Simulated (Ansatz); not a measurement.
`[F][Cd][O][SiH3]` + `[OH][SnH3]` → `[SiH3][O][SnH3]` + `[OH][Cd][F]` at 400 K and 1 bar (ligand exchange at the Si–O bond).

Calculated with Ansatz (gas phase, PBE0-D4/def2-TZVP geometries, no zero-point term in ΔE). CCSD(T)/CBS is the MP2 limit (def2-TZVPP, def2-QZVPP) plus CCSD(T) − MP2 in def2-TZVPP, frozen cores. def2 core potentials past Kr. For Cd, Sn outer-core shells are correlated without core-valence functions, which leaves a few kJ/mol of doubt a bond. One conformer a species, not always the lowest.

| species | CCSD(T)/CBS energy (Eh) | H − E (kJ/mol) | S (J/(mol·K)) |
| --- | --- | --- | --- |
| `[F][Cd][O][SiH3]` | -633.61664 | 109.6 | 383.0 |
| `[OH][SnH3]` | -291.59405 | 108.6 | 309.2 |
| `[SiH3][O][SnH3]` | -581.91447 | 160.4 | 398.1 |
| `[OH][Cd][F]` | -343.29729 | 57.9 | 305.7 |

H − E and S are ideal-gas, rigid-rotor, harmonic terms from PBE0-D4/def2-TZVP, for one conformer and one mirror image of each species. 1 Eh = 2625.50 kJ/mol, R = 8.31446 J/(mol·K).

Problem. By hand: ΔE, ΔH, ΔS and ΔG.

Solution. ΔE = (-581.91447) + (-343.29729) − (-633.61664) − (-291.59405) = -0.00107 Eh = -2.8 kJ/mol. Δ(H − E) = 160.4 + 57.9 − 109.6 − 108.6 = 0.1, so ΔH = -2.7 kJ/mol. ΔS = 398.1 + 305.7 − 383.0 − 309.2 = 11.6 J/(mol·K). ΔG = -2.7 − 400 × (11.6)/1000 = -7.3 kJ/mol.

Problem. By hand: the equilibrium constant, and the temperature at which ΔG would vanish if ΔH and ΔS stayed fixed.

Solution. log₁₀ K = −ΔG/(RT ln 10) = 1.0. ΔH and −TΔS have one sign here, so there is no such temperature. One of them is within its doubt of zero, so this could turn.

TΔS isn't small against ΔH here. A doubt of 5 kJ/mol in ΔE shifts log₁₀ K by 0.7 here. Other conformers and mirror images would add mixing entropy, several J/(mol·K) or more a flexible species. Modes under 60 cm⁻¹, often nearly free rotors, make the harmonic entropy too high. These are equilibria of isolated gas molecules and say nothing of rates. Largest T1 diagnostic: 0.017 (customary marks: 0.02 for closed shells, 0.045 for open ones).
